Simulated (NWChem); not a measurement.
System: SiNH₃S, singlet; SMILES [Si](S)N

NWChem input:

```
start job
memory heap 200 mb stack 900 mb global 1100 mb
geometry units angstroms noautoz
  Si    -0.702523    -0.630221     0.000000
  N      0.765922    -1.524117     0.000000
  H      0.743268    -2.538539     0.000000
  H      1.717504    -1.167223     0.000000
  S      0.194105     1.348663     0.000000
  H     -0.990764     1.994519     0.000000
end
basis spherical
  * library def2-svp
end
dft
  xc xpbe96 cpbe96
  iterations 150
  vectors input atomic output neutral.movecs
end
task dft energy
charge 1
dft
  odft
  mult 2
  vectors input atomic output cation.movecs
end
task dft energy
```

Low-valent species are run as closed-shell singlets; no triplet was tried in these runs. The geometry was optimised at PBE0/def2-SVP.

Ions are spin-unrestricted doublets at the neutral geometry; other ion states weren't tried.

Q: Predict the main results of this run. (PBE/def2-SVP, vertical spin-unrestricted ions.) Quantities: vertical ionisation energy, ΔSCF (eV); −ε(HOMO) (eV).

A: 
* **vertical ionisation energy, ΔSCF (eV)**: 8.63
* **−ε(HOMO) (eV)**: 5.48
